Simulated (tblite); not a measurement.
Run record: tight-binding relaxation, `C=N[SiH2][C@H]1C[C@@H](SC)C1`.

Computed with GFN2-xTB geometry optimisation, gas phase (tblite 0.8.0). Start geometry: from a force field or distance geometry. The input is one job of a driver script: a line of settings, then coordinates in Å.

Command:
```bash
OMP_NUM_THREADS=1 python probes_run.py task.json out
```

Input:
```
{"job": {"kind": "relax", "xc": "GFN2-xTB", "basis": "xTB"}, "charge": 0, "multiplicity": 1}
C     -4.035200     0.013200    -1.237700
N     -2.803900    -0.051800    -0.963800
Si    -2.234100    -0.573400     0.629500
C     -0.419900    -0.801000     0.734300
C      0.295300    -1.092500    -0.556800
C      1.463800    -0.363400     0.058800
S      2.501700     0.569700    -1.085000
C      3.886400     1.421500    -0.300400
C      0.431400     0.443100     0.810400
H     -4.319000     0.338100    -2.223000
H     -4.840800    -0.229700    -0.541500
H     -2.924200    -1.822600     1.004900
H     -2.632400     0.414600     1.683300
H     -0.053800    -1.511200     1.509700
H     -0.096100    -0.467800    -1.414800
H      0.447200    -2.156300    -0.792700
H      2.011500    -1.014900     0.772000
H      4.110900     1.079900     0.721400
H      4.803200     1.290700    -0.935300
H      3.620900     2.509000    -0.261200
H      0.730600     0.754100     1.833900
H      0.046100     1.270100     0.168100
```

Output:
```
step      E/eV     max force
  0    -742.86818    1.983
  1    -743.08109    0.918
  2    -743.18274    0.845
  3    -743.25374    0.775
  4    -743.31432    0.532
  5    -743.36091    0.459
  6    -743.38435    0.359
  7    -743.41128    0.283
  8    -743.42696    0.259
  9    -743.44073    0.245
... (171 lines left out)
181    -743.77453    0.014
182    -743.77458    0.016
183    -743.77463    0.014
184    -743.77469    0.020
185    -743.77475    0.020
186    -743.77480    0.028
187    -743.77484    0.012
188    -743.77486    0.015
189    -743.77488    0.013
190    -743.77489    0.006
```

«max force» is the largest atomic force in eV/Å.

**Question.** From which step on does the largest force stay under 0.1 eV/Å, and how much energy is left to gain from there?

**Answer.** From step 152 (0.087 eV/Å), 5.7 meV above the end.

Summary of the converged run: energy lowered by 20.9 kcal/mol over 190 steps; largest atomic force 0.006 eV/Å at the end.

**Question.** Give the final coordinates.

**Answer.** 1.152 Å rms from the input after alignment:
```
atom  x, y, z in Å
C1    -2.6308    0.7219   -1.5002
N2    -2.3009    0.6706   -0.2990
Si3   -2.3217   -0.5182    0.9423
C4    -0.4800   -0.9306    1.1732
C5     0.2314   -1.6189   -0.0089
C6     1.3361   -0.5628    0.0578
S7     1.6864    0.2660   -1.5269
C8     2.8601    1.5097   -0.9188
C9     0.5162    0.2409    1.0722
H10   -2.4307    1.6272   -2.0693
H11   -3.1249   -0.0847   -2.0496
H12   -3.0463   -1.7766    0.7153
H13   -2.8540    0.2204    2.0848
H14   -0.3310   -1.4919    2.0963
H15   -0.3257   -1.5712   -0.9437
H16    0.5551   -2.6457    0.1538
H17    2.2869   -0.9351    0.4435
H18    3.7417    1.0138   -0.5207
H19    3.1323    2.1304   -1.7656
H20    2.3801    2.1113   -0.1523
H21    1.0360    0.5076    1.9918
H22    0.0736    1.1352    0.6379
```

On Intel Xeon at 2.50 GHz, one thread, shared host with 64 logical CPUs at a one-minute load of 21, this took 10 s wall, 6.7 s CPU.
Labels such as C1 count atoms from 1, the log's own numbers from 0.
